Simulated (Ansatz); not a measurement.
Start from `F[CH](F)[SnH2][SH]` and change one atom or group to get `C[SiH2]C(F)F`.

Ansatz, PBE0-D4/def2-TZVP geometries, multiplicity 1. Each molecule was computed in one conformer, which needn't be the lowest.

Elements past krypton have def2 core potentials.

| property | `F[CH](F)[SnH2][SH]` |
| --- | --- |
| LUMO energy (PBE0/def2-TZVPP) / eV | -0.72 |
| size of the dipole moment (B3LYP/def2-TZVPP) / D | 2.40 |
| HOMO–LUMO gap (PBE/def2-TZVPP) / eV | 4.58 |
| size of the dipole moment (ωB97M-V/def2-TZVPP) / D | 2.45 |
| size of the dipole moment (PBE/def2-TZVPP) / D | 2.22 |
| HOMO energy (B3LYP/def2-TZVPP) / eV | -7.15 |

(1) What does the change do to each property? (Estimate.)

Results:

(1) Ansatz gave: 
| property | `C[SiH2]C(F)F` | shift |
| --- | --- | --- |
| LUMO energy (PBE0/def2-TZVPP) / eV | 0.48 | 1.20 |
| size of the dipole moment (B3LYP/def2-TZVPP) / D | 2.52 | 0.12 |
| HOMO–LUMO gap (PBE/def2-TZVPP) / eV | 6.55 | 1.97 |
| size of the dipole moment (ωB97M-V/def2-TZVPP) / D | 2.53 | 0.08 |
| size of the dipole moment (PBE/def2-TZVPP) / D | 2.35 | 0.13 |
| HOMO energy (B3LYP/def2-TZVPP) / eV | -8.26 | -1.11 |

With PBE0 the HOMO falls by 1.08 eV and the LUMO rises by 1.20 eV, so the gap widens by about 2.28 eV. PBE moves the HOMO by -0.76 eV and ωB97M-V by -1.21 eV. Dipoles are sizes alone; their direction can turn.

B3LYP here is the variant with VWN-RPA as its local correlation; programs differ in this.
